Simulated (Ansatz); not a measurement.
CH$_{5}$ClFNSi, SMILES `C[Si](N)(F)Cl`. The species carries charge 0 and has multiplicity 1.

Cartesian coordinates in Å:
```
C 0.116 0.926 -1.068
Si -0.515 -0.209 0.239
N 0.738 -0.962 1.090
F -1.510 -1.242 -0.469
Cl -1.664 0.767 1.625
H 0.706 1.731 -0.627
H -0.714 1.364 -1.626
H 0.747 0.381 -1.775
H 0.585 -1.363 2.000
H 1.512 -1.393 0.612
```

Task: Give the diagnostics of a CCSD(T)/def2-TZVPP run (frozen core, Ansatz). (An estimate is asked.)

Result: Computed: T1 = 0.0098, largest single amplitude 0.013, largest double 0.016, (T) share of the correlation energy 3.5 %, 8 CCSD cycles. The RHF solution is stable towards an unrestricted one. T1 lies under the customary mark of 0.02 for closed shells.
